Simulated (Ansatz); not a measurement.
Ansatz (an electronic-structure program) input (CCSD(T)/STO-3G):

Ansatz 0.2 input:
```yaml
crystal:
  periodic: [false, false, false]
  atoms:
    - {symbol: C, position_ang: [-0.92864357, 1.46241909, -0.71380099]}
    - {symbol: Si, position_ang: [-0.01248014, 0.03653318, 0.01248098]}
    - {symbol: C, position_ang: [1.60832045, -0.22656875, -0.86693237]}
    - {symbol: C, position_ang: [-1.07491850, -1.49373693, 0.03602574]}
    - {symbol: F, position_ang: [0.33745510, 0.38613991, 1.55536958]}
    - {symbol: H, position_ang: [-2.00210598, 1.58568611, -0.61430316]}
    - {symbol: H, position_ang: [-0.43970666, 2.26420375, -1.25716449]}
    - {symbol: H, position_ang: [2.18040370, -1.03108321, -0.40005405]}
    - {symbol: H, position_ang: [1.44441223, -0.49280672, -1.91374802]}
    - {symbol: H, position_ang: [2.21923722, 0.67826905, -0.84198565]}
    - {symbol: H, position_ang: [-1.32793645, -1.80856821, -0.97897688]}
    - {symbol: H, position_ang: [-2.00792286, -1.31442880, 0.57450469]}
    - {symbol: H, position_ang: [-0.55730566, -2.32067598, 0.52691312]}
basis:
  gaussian:
    orbitals: STO-3G
magnetization: {spin_polarized: true, initial_magnetization: 1}
correlation: {method: ccsd_t, electrons: outside_noble_gas}
```

Output:

```
Functional definition: HF
integrals: 0.01 GiB planned
486 factors; integrals over basis functions are off by at most 3.4e-5 eV
0.11 GiB of device memory are held for the factors and their scratch space
mean field: 0.13 GiB planned
mean field evaluation 1: about -13618.2798 eV, gradient 1.4e1 eV
mean field evaluation 2: about -13618.4156 eV, gradient 1.4e1 eV
mean field evaluation 4: about -13620.3771 eV, gradient 1.3e0 eV
mean field evaluation 8: about -13620.4021 eV, gradient 1.5e-2 eV
mean field evaluation 16: about -13620.2646 eV, gradient 4.8e-1 eV
mean field -13620.40205543 eV, -500.5405432968 hartree, gradient 7.6e-7 eV, S^2 0.766119; 0 other end points of the search recorded, 0 dependent functions left out
9 core orbitals not correlated
reference -13620.40205543 eV, -500.5405432968 hartree; 16, 15 occupied and 12, 13 virtual orbitals, 486 factors
second order -5.08669895 eV of doubles, -0.00000000 eV of singles
coupled cluster: 0.14 GiB planned
cycle   1  -6.18981877 eV  change    -1.1e0 eV  update   8.4e-2
cycle   2  -6.71305038 eV  change   -5.2e-1 eV  update   3.2e-2
cycle   3  -6.79705214 eV  change   -8.4e-2 eV  update   1.1e-2
cycle   4  -6.80918392 eV  change   -1.2e-2 eV  update   4.7e-3
cycle   5  -6.81144536 eV  change   -2.3e-3 eV  update   1.7e-3
cycle   6  -6.81191302 eV  change   -4.7e-4 eV  update   6.1e-4
cycle   7  -6.81171814 eV  change    1.9e-4 eV  update   2.2e-4
cycle   8  -6.81171623 eV  change    1.9e-6 eV  update   7.7e-5
cycle   9  -6.81174055 eV  change   -2.4e-5 eV  update   3.9e-5
cycle  10  -6.81172985 eV  change    1.1e-5 eV  update   1.9e-5
perturbative correction -0.08068342 eV, -0.0029650609 hartree
Total energy: -13627.29446869 eV, -500.7938348125 hartree
```

It need not be the lowest isomer of its formula.
